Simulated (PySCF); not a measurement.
Radial density of P(2+) (phosphorus, charge +2)

TPSS, [Ne] 3s2 3d1, 2D determinant (an excited configuration). All numbers are calculated (PySCF 2.14, scalar relativity by spin-free X2C-1e, in aug-cc-pVQZ-DK (7s6p4d3f2g, 84 functions)).

```csv
r (bohr),4πr²ρ (e/bohr),4πr²(ρα − ρβ)
0.00163,0.08376,0.0000
0.00275,0.2196,0.0000
0.00462,0.5663,0.0000
0.00777,1.414,-0.0001
0.0131,3.330,-0.0002
0.0220,7.090,-0.0004
0.0370,12.68,-0.0008
0.0622,16.95,-0.0010
0.105,14.78,-0.0008
0.176,10.64,-0.0021
0.296,14.63,-0.0062
0.498,13.45,0.0032
0.838,3.897,0.0678
1.41,1.865,0.2905
2.37,0.9665,0.3822
3.99,0.1507,0.1335
6.71,0.003886,0.0039
```

Densities and radii are taken from the X2C orbitals without a picture-change correction, which distorts them close to the nucleus.

The outer electron is Rydberg-like, and this basis confines it to a smaller radius and binds it less than a complete one would.

Question: Where is the radial spin density 4πr²(ρα − ρβ) most negative, and why is it negative at all?

Answer: Around r = 0.296 bohr, down to -0.0062 e/bohr: exchange with the open shell polarises the paired shells in an unrestricted calculation.
